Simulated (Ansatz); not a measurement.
Consider the formal exchange of groups at the Si–Cl bond: `[SiH3]CO[SiH2]Cl` + BH₃ → `B[SiH2]OC[SiH3]` + HCl.

Isolated molecules relaxed with PBE0-D4/def2-TZVP in Ansatz; ΔE leaves out vibrations. CCSD(T)/CBS adds triple-zeta CCSD(T) − MP2 to the extrapolated MP2 energy (def2 sets, frozen cores). This one scheme is used for every species. Functionals use def2-TZVPP. One conformer a species, not always the lowest.

```tsv
level	ΔE (kcal/mol)	difference from CCSD(T)/CBS
r2SCAN-D4	31.0	-0.7
PBE0-D4	29.6	-2.1
ωB97X-V	31.4	-0.3
ωB97M-V	32.5	0.8
HF/def2-TZVPP	35.4	3.7
SCS-MP2/def2-TZVPP	33.6	1.9
CCSD/def2-TZVPP	31.1	-0.6
CCSD(T)/def2-TZVPP	30.9	-0.8
HF/def2-QZVPP	35.6	3.9
CCSD/CBS(def2)	31.9	0.2
CCSD(T)/CBS	31.7	0
```

Largest T1 diagnostic among the species: 0.012.

In def2-TZVPP, CCSD(T) changes the Hartree–Fock value by −4.5 kcal/mol (the triples alone add −0.2 kcal/mol) and MP2 by −1.5 kcal/mol. From PBE to PBE0 (25 % exact exchange), in def2-TZVPP and without D4, ΔE moves by +1.7 kcal/mol.
